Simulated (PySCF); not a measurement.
F₂H₄O₃Si₂. Atoms are numbered in the order given.

```xyz
11

Si     1.2326     0.6017     0.1887
F      2.1890    -0.4033    -0.6636
F      1.1513     1.9778    -0.6682
Si    -0.8704    -0.4000     0.2102
O     -1.1068    -1.1124    -1.2691
O     -2.1508     0.6185     0.4290
O     -0.8087    -1.4403     1.4882
H      1.9220     0.9148     1.4661
H     -0.3532    -1.5781    -1.6466
H     -2.5367     0.9914    -0.3697
H     -1.6356    -1.8489     1.7668
```
Charge 0, spin multiplicity 1.

Coordinates come from a PBE0-D3(BJ)/def2-SVP optimisation. The structure was generated by enumeration, and PubChem lists no compound with its InChIKey, so it may never have been made. One conformer was computed; it need not be the lowest.

These are TDA-B3LYP/def2-SVPD in PySCF 2.14.0 values and carry that method's errors.

Vertical excitations. 

List the lowest excited states. (Estimate from the structure and the level; the computed values follow.)


```csv
state,energy (eV),λ (nm),f,main pairs
S1,6.59,188,0.031,HOMO→LUMO 96 %
S2,6.86,181,0.100,HOMO→LUMO+1 96 %
S3,7.12,174,0.064,HOMO→LUMO+2 97 %
S4,7.68,161,0.027,HOMO−1→LUMO 95 %
S5,7.87,157,0.014,HOMO−1→LUMO+1 87 %
S6,7.98,155,0.019,HOMO−1→LUMO+2 86 %
S7,8.15,152,0.012,"HOMO−2→LUMO 56 %, HOMO−2→LUMO+1 18 %, HOMO→LUMO+3 11 %"
S8,8.25,150,0.004,"HOMO→LUMO+4 54 %, HOMO−2→LUMO 25 %, HOMO−2→LUMO+1 11 %"
S9,8.33,149,0.059,"HOMO→LUMO+3 73 %, HOMO−2→LUMO+1 14 %"
S10,8.37,148,0.037,"HOMO−2→LUMO+1 49 %, HOMO→LUMO+4 25 %"
T1,5.79,214,0,HOMO→LUMO 95 %
T2,6.07,204,0,"HOMO→LUMO+1 81 %, HOMO→LUMO+2 13 %"
T3,6.84,181,0,"HOMO→LUMO+2 82 %, HOMO→LUMO+1 13 %"
T4,7.38,168,0,HOMO−1→LUMO 83 %
```
Triplets are in the Tamm–Dancoff approximation.
